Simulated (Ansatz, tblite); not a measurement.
Cost and result up the ladder for trans-NiH2(AsH3)2 (NiAs₂H₈) (11 atoms). Charge 0, multiplicity 1. Geometry: PBE0-D4/def2-SVP.

```
atom    x (Å)    y (Å)    z (Å)
 Ni1  -0.0258  -0.0208   0.0034
  H2  -0.7389  -0.1683  -1.3218
 As3  -1.2664   1.6544   0.6926
  H4  -0.5622   2.9575   1.0030
  H5  -1.9708   1.5129   2.0245
  H6  -2.4358   2.2616  -0.0617
  H7   0.6965   0.1374   1.3231
 As8   1.2521  -1.6677  -0.6863
  H9   2.3050  -2.3734   0.1489
 H10   2.1392  -1.3770  -1.8778
 H11   0.6073  -2.9164  -1.2478
```

Ansatz on 4 threads of Arm Neoverse V1 on a shared host; xTB runs through tblite on one thread. Times are rough, summed over both states, and most runs start from the orbitals of an earlier one. ωB97X-V/def2-TZVP serves as the yardstick here, not as an exact answer. Differences are given only for rows in sets of like size (and for xTB, whose basis is part of the method), since another set adds its own error. The other state is a triplet at its own geometry.

The 6-31G sets use Cartesian d functions. The xTB rows come from tblite. B3LYP takes the VWN-RPA correlation. Correlated methods freeze 23 core orbitals; core or outer-core shells of Ni, As are correlated, in sets that lack core-valence functions. The name describes the singlet; other states may take another shape.

Run but left out: HF/6-31G (singlet: restricted singlet, unstable in another Hartree–Fock run and untested here); HF/def2-TZVP, MP2/def2-TZVP (singlet: restricted singlet, unstable towards broken spin symmetry).

Correlated methods converge slowly with the basis.

xTB has no spin-polarisation term.

| level | functions | wall time | triplet − singlet (eV) | difference from ωB97X-V/def2-TZVP (eV) |
| --- | --- | --- | --- | --- |
| GFN2-xTB | 35 | 0.011 s | 1.56 | 0.27 |
| GFN1-xTB | 43 | 0.013 s | 1.93 | 0.63 |
| B3LYP-D4/6-31G | 103 | 11 s | 0.40 | – |
| BLYP-D4/def2-TZVP | 189 | 17 s | 1.78 | 0.48 |
| RPA@PBE/def2-TZVP | 189 | 22 s | 1.29 | -0.01 |
| PBE0-D4/def2-TZVP (with forces) | 189 | 23 s | 1.15 | -0.14 |
| CAM-B3LYP-D4/def2-TZVP | 189 | 25 s | 1.22 | -0.08 |
| r2SCANh-D4/def2-TZVP | 189 | 31 s | 1.20 | -0.09 |
| r2SCAN-D4/def2-TZVP | 189 | 35 s | 1.51 | 0.21 |
| ωB97X-V/def2-TZVP | 189 | 51 s | 1.29 | 0.00 |
